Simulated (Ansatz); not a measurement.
Reaction (ligand exchange at the Si–F bond): `O[SiH](F)F` + H₂S → `O[SiH](F)S` + H–F

Calculated with Ansatz (gas phase, PBE0-D4/def2-TZVP geometries, no zero-point term in ΔE). CBS: MP2 limit from def2 TZ/QZ plus the TZ coupled-cluster correction, frozen cores. This one scheme is used for every species. One conformer a species, not always the lowest.

| species | CCSD/def2-TZVPP energy (Eh) |
| --- | --- |
| `O[SiH](F)F` | -565.04756 |
| H₂S | -398.92311 |
| `O[SiH](F)S` | -863.59301 |
| H–F | -100.33828 |

**Question.** Work out ΔE.

**Answer.** ΔE = (-863.59301) + (-100.33828) − (-565.04756) − (-398.92311) = 0.03938 Eh = +1.07 eV. CCSD(T)/CBS gives +0.98 eV.

Largest T1 diagnostic among the species: 0.012.

From PBE to PBE0 (25 % exact exchange), in def2-TZVPP and without D4, ΔE moves by +0.03 eV. Leaving LDA and LC-ωPBE aside and taking each functional with its dispersion term where it has one, the values, not all of them listed here, spread over 0.29 eV, from revPBE-D4 to CAM-B3LYP-D4.
